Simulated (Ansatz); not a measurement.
**A geometry optimisation of AgNOSi with PBE-D3(BJ)/def2-SVP**

The starting geometry of this gas-phase singlet was optimised with GFN2-xTB; its bonds are those of `O=[Si]=[N][Ag]`.

```xyz
4

Ag   -1.2032   -1.5135    3.1706
N    -1.3712   -1.0359    1.1946
O    -1.1075    1.3930   -0.7175
Si   -1.2202    0.2518    0.2527
```

**Question.** Predict what it relaxes into with PBE-D3(BJ)/def2-SVP.

**Answer.** A new bond forms, giving a structure given below by its coordinates. Contacts that close: Ag1–Si4 (3.41 → 2.85 Å).

The energy falls by 0.21 eV over 9 steps:

```tsv
step	E − E(last) (eV)
1	0.205
2	0.128
3	0.071
4	0.057
5	0.018
6	0.005
7	0.000
8	0.000
9	0.000
```

Final geometry (Å):

```yaml
atoms:
  - { symbol: Ag, position_ang: [-1.1329, -1.0649, 2.9720] }
  - { symbol: N, position_ang: [-1.4768, -1.3884, 0.9817] }
  - { symbol: O, position_ang: [-1.0603, 1.4281, -0.4341] }
  - { symbol: Si, position_ang: [-1.2320, 0.1207, 0.3808] }
```

Frequencies at the end are all real (lowest 67 cm⁻¹). Atoms past krypton carry core potentials, without spin–orbit terms. Run with Ansatz 0.2.0, 30 s on 1 thread of Intel(R) Xeon(R) Processor @ 2.50GHz (Skylake/Cascade Lake) (shared host).
